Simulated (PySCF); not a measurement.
Isomers of C5H12O2SSi, mass 164.033 u with the commonest isotopes. Method: PBE0/pcSseg-1 in PySCF (dipole) on a GFN2-xTB geometry, gas phase. One conformer each, none proved a minimum here; rigid rotors.

Problem. Order these by rotational constant C, smallest first.
A. `[CH3:1][CH:2]([CH3:3])[O:4][C@@H:5]1[CH2:6][O:7][SiH2:8][S:9]1` with C1–C2–O4–C5 84°, C2–O4–C5–C6 -170°, O4–C5–C6–O7 -160°, C5–C6–O7–Si8 36°, C6–O7–Si8–S9 -16°, O7–Si8–S9–C5 -5°
B. `[CH3:1][CH2:2][CH2:3][CH2:4][O:5][C:6](=[S:7])[O:8][SiH3:9]` with C1–C2–C3–C4 180°, C2–C3–C4–O5 180°, C3–C4–O5–C6 180°, C4–O5–C6–S7 0°, O5–C6–O8–Si9 0°
C. `[CH3:1][S:2][SiH2:3][O:4][C:5]([CH3:6])([CH3:7])[CH:8]=[O:9]` with C1–S2–Si3–O4 174°, S2–Si3–O4–C5 46°, Si3–O4–C5–C6 -81°, O4–C5–C8–O9 -165°

Solution. B (406.2 MHz), C (530.2 MHz), A (580.2 MHz).

Problem. Order these by radius of gyration √(Σ m r²/M), largest first.
A. `[CH3:1][CH2:2][CH2:3][CH2:4][O:5][C:6](=[S:7])[O:8][SiH3:9]` with C1–C2–C3–C4 180°, C2–C3–C4–O5 180°, C3–C4–O5–C6 180°, C4–O5–C6–S7 0°, O5–C6–O8–Si9 0°
B. `[CH3:1][CH:2]([CH3:3])[O:4][C@@H:5]1[CH2:6][O:7][SiH2:8][S:9]1` with C1–C2–O4–C5 84°, C2–O4–C5–C6 -170°, O4–C5–C6–O7 -160°, C5–C6–O7–Si8 36°, C6–O7–Si8–S9 -16°, O7–Si8–S9–C5 -5°
C. `[CH3:1][S:2][SiH2:3][O:4][C:5]([CH3:6])([CH3:7])[CH:8]=[O:9]` with C1–S2–Si3–O4 174°, S2–Si3–O4–C5 46°, Si3–O4–C5–C6 -81°, O4–C5–C8–O9 -165°

Solution. A (2.764 Å), C (2.486 Å), B (2.378 Å).

Problem. Order these by dipole moment, smallest first.
A. `[CH3:1][CH:2]([CH3:3])[O:4][C@@H:5]1[CH2:6][O:7][SiH2:8][S:9]1` with C1–C2–O4–C5 84°, C2–O4–C5–C6 -170°, O4–C5–C6–O7 -160°, C5–C6–O7–Si8 36°, C6–O7–Si8–S9 -16°, O7–Si8–S9–C5 -5°
B. `[CH3:1][S:2][SiH2:3][O:4][C:5]([CH3:6])([CH3:7])[CH:8]=[O:9]` with C1–S2–Si3–O4 174°, S2–Si3–O4–C5 46°, Si3–O4–C5–C6 -81°, O4–C5–C8–O9 -165°
C. `[CH3:1][CH2:2][CH2:3][CH2:4][O:5][C:6](=[S:7])[O:8][SiH3:9]` with C1–C2–C3–C4 180°, C2–C3–C4–O5 180°, C3–C4–O5–C6 180°, C4–O5–C6–S7 0°, O5–C6–O8–Si9 0°

Solution. A (1.36 D), B (3.10 D), C (4.22 D).

| SMILES | point group | Ia (u·Å²) | Ib (u·Å²) | Ic (u·Å²) | κ | μa (D) | μb (D) | μc (D) |
| --- | --- | --- | --- | --- | --- | --- | --- | --- |
| CC(C)O[C@@H]1CO[SiH2]S1 | C1 | 189.87 | 793.97 | 871.11 | -0.95 | 1.06 | 0.46 | 0.71 |
| CCCCOC(=S)O[SiH3] | Cs | 302.59 | 959.86 | 1244.04 | -0.81 | 2.55 | 3.37 | 0.00 |
| CS[SiH2]OC(C)(C)C=O | C1 | 171.07 | 902.52 | 953.16 | -0.98 | 3.00 | 0.72 | 0.30 |
